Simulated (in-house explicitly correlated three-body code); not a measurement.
Results of a calculation; reference values are marked as such.
# Taking the two-electron ground state apart, Z = 6

A variational code in 260 exponentially correlated functions gives, for two electrons around a point charge Z = 6 (non-relativistic, fixed nucleus, atomic units): E = -32.4062466, <1/r> = 5.687615 per electron, <1/r12> = 3.438891. From its density, U = 7.054244 (Hartree energy) and T_s = 32.36307 (kinetic energy of the doubly filled orbital √(n/2)). Further, <r²> = 0.0957395 per electron, <r12²> = 0.195364 and <p1·p2> = 0.685335.

(1) Check the virial theorem, and compare with the screened hydrogenic estimate.

(2) Find the exchange and correlation energies of density-functional theory.

(3) What do the second moments say about angular correlation and diamagnetism?

(4) How does a nuclear mass of 11.9967 u change the ionisation energy, to first order in m/M (1 hartree = 27.211386 eV)?

## Answers

(1) V = −2Z<1/r> + <1/r12> = -68.251380 + 3.438891 = -64.812489, and 2E = -64.812493, so T = −E = 32.406247. A product of 1s orbitals with exponent Z − 5/16 = 5.6875 gives −5.6875² = -32.34766, which is 58.6 millihartree too high.

(2) For two electrons in one orbital E_x = −U/2 = -3.527122. The potential part of correlation is U_c = <1/r12> − U − E_x = -0.088231, the kinetic part T_c = T − T_s = 0.043177, and E_c = T_c + U_c = -0.045054 hartree. Restricted Hartree-Fock gives -32.361193, so the correlation energy of wave-function theory is -0.045054.

(3) From r12² = r1² + r2² − 2 r1·r2, <r1·r2> = <r²> − <r12²>/2 = -0.00194 bohr². It vanishes for a product of s orbitals, and its negative sign shows that the electrons favour opposite sides of the nucleus. The Langevin susceptibility is −0.79199e-6 × 2<r²> = -0.1516e-6 cm³/mol.

(4) m/M = 1/(11.9967 × 1822.8885) = 4.57276e-05. With a fixed nucleus the second electron is bound by −Z²/2 − E = 14.406247 hartree = 392.0139 eV. The reduced mass scales this by 1 − m/M, a change of -17.926 meV. The mass-polarisation term raises the two-electron state by (m/M)<p1·p2> = 31.34 microhartree, a further -0.853 meV. The sum is 391.9952 eV, before relativistic and QED terms.
